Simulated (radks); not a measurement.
Values are calculated unless marked as measured or tabulated.
The nuclear charge of the lead ion Pb2+ is varied continuously with 80 electrons held in [Hg]. Code: a radial shooting solver on a logarithmic mesh with Libxc functionals. Model: scalar-relativistic Kohn-Sham, PBE, spin-unpolarised, spherical densities, finite nucleus; Fermi nuclear charge, rms radius 5.5012 fm. By the Hellmann-Feynman theorem dE/dZ = E(electron-nucleus)/Z, the electronic potential at the nucleus (averaged over a nucleus of fixed radius). The scalar-relativistic energy here is not variational (the density holds large components alone), so the two differ by a part that grows with Z.

Z      E (hartree)  E(electron-nucleus)/Z (hartree)  HOMO  e(HOMO) (eV)  <r> HOMO (bohr)
81.5   -20556.3487                         -628.788    6s       -21.677            2.275
81.75  -20715.4491                         -631.809    6s       -24.508            2.224
82     -20875.3237                         -634.835    6s       -27.429            2.176
82.25  -21035.9742                         -637.866    6s       -30.440            2.132
82.5   -21197.4022                         -640.904    6s       -33.536            2.091
82.75  -21359.6093                         -643.948    6s       -36.717            2.052
83     -21522.5973                         -646.998    6s       -39.980            2.014

The central difference of E at Z = 82 is -641.050 hartree, to compare with the third column; the second derivative is -12.4 hartree.
